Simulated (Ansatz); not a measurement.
Job for Ansatz (a quantum-chemistry and plane-wave program): U-CCSD(T)/def2-SVP on FIPb (SMILES [F][Pb][I]), a point of a bond scan (R = 6.517 Å). Elements past Kr take the def2 small-core potentials; no spin–orbit coupling. The run froze 19 orbitals, filled d shells among them.

Ansatz 0.2 input:
```yaml
crystal:
  periodic: [false, false, false]
  atoms:
    - {symbol: Pb, position_ang: [0.54632348, -0.46465695, 0.74031944]}
    - {symbol: F, position_ang: [1.67669223, -1.49135570, -0.64500339]}
    - {symbol: I, position_ang: [-3.30916652, 2.84000428, -3.34491862]}
basis:
  gaussian:
    orbitals: def2-SVP
correlation: {method: ccsd_t, electrons: outside_noble_gas}
scf: {omitted_lower_state_checks: [cluster_reference]}
magnetization: {spin_polarized: true, initial_magnetization: 0}
```

It printed:

```
WARN ansatz: RAYON_NUM_THREADS=1 ignored (pool sized by the plan → 1); use --threads N
Functional definition: HF
these checks for a lower state are left out or cut short: cluster_reference
integrals: 0.07 GiB planned
810 factors; integrals over basis functions are off by at most 2.4e-4 eV
mean field: 0.33 GiB planned
mean field evaluation 1: about -15991.0696 eV, gradient 2.5e1 eV
mean field evaluation 2: about -15991.1059 eV, gradient 2.5e1 eV
mean field evaluation 4: about -15992.4216 eV, gradient 1.7e1 eV
mean field evaluation 8: about -15994.1435 eV, gradient 5.9e-1 eV
mean field evaluation 16: about -15994.3104 eV, gradient 3.0e-1 eV
mean field evaluation 32: about -15994.3176 eV, gradient 2.2e-1 eV
mean field evaluation 64: about -15996.3201 eV, gradient 2.1e-2 eV
mean field evaluation 96: about -15996.3190 eV, gradient 5.0e-2 eV
mean field evaluation 128: about -15996.3195 eV, gradient 1.1e-1 eV
mean field evaluation 160: about -15994.3139 eV, gradient 3.4e-2 eV
mean field evaluation 192: about -15996.3206 eV, gradient 3.8e-3 eV
mean field evaluation 224: about -15996.3166 eV, gradient 2.3e-2 eV
mean field evaluation 256: about -15996.3195 eV, gradient 2.5e-2 eV
mean field evaluation 288: about -15996.3209 eV, gradient 4.8e-3 eV
mean field evaluation 320: about -15996.3182 eV, gradient 4.5e-2 eV
mean field evaluation 352: about -15996.2993 eV, gradient 2.5e-1 eV
mean field evaluation 384: about -15996.3187 eV, gradient 1.3e-2 eV
mean field evaluation 416: about -15990.7758 eV, gradient 1.4e1 eV
mean field evaluation 448: about -15991.8184 eV, gradient 9.1e-1 eV
mean field evaluation 480: about -15996.3191 eV, gradient 2.0e-5 eV
mean field evaluation 512: about -15994.3140 eV, gradient 6.2e-5 eV
mean field -15996.32102524 eV, -587.8539549816 hartree, gradient 9.1e-11 eV, S^2 1.013897; 21 other end points of the search recorded, 0 dependent functions left out
19 core orbitals not correlated, not the lowest: weight in the atoms' cores, before any rotation towards them, 0.964 or more for the frozen orbitals, at most 0.039 for the correlated occupied ones
reference -15996.32102524 eV, -587.8539549816 hartree; 9, 9 occupied and 38, 38 virtual orbitals, 810 factors
second order -8.47167666 eV of doubles, -0.00000000 eV of singles
coupled cluster: 0.18 GiB planned
cycle   1  -8.70409511 eV  change   -2.3e-1 eV  update   1.0e-1
cycle   2  -8.94286918 eV  change   -2.4e-1 eV  update   3.9e-2
cycle   3  -9.04209986 eV  change   -9.9e-2 eV  update   2.4e-2
cycle   4  -9.04512407 eV  change   -3.0e-3 eV  update   7.3e-3
cycle   5  -9.04158651 eV  change    3.5e-3 eV  update   3.8e-3
cycle   6  -9.04156336 eV  change    2.3e-5 eV  update   1.3e-3
cycle   7  -9.04150709 eV  change    5.6e-5 eV  update   4.9e-4
cycle   8  -9.04141040 eV  change    9.7e-5 eV  update   1.8e-4
cycle   9  -9.04144759 eV  change   -3.7e-5 eV  update   7.8e-5
cycle  10  -9.04146684 eV  change   -1.9e-5 eV  update   2.9e-5
cycle  11  -9.04146449 eV  change    2.4e-6 eV  update   1.4e-5
coupled cluster: 0.18 GiB planned
perturbative correction -0.14361878 eV, -0.0052778928 hartree
Total energy: -16005.50610850 eV, -588.1915005658 hartree
Checks for a lower state left out: cluster_reference
```

The calculation finished and met its thresholds. Its determinant has ⟨S²⟩ = 1.01, a mixture of spin states.

Cost: about 60 core-seconds (a rough figure).
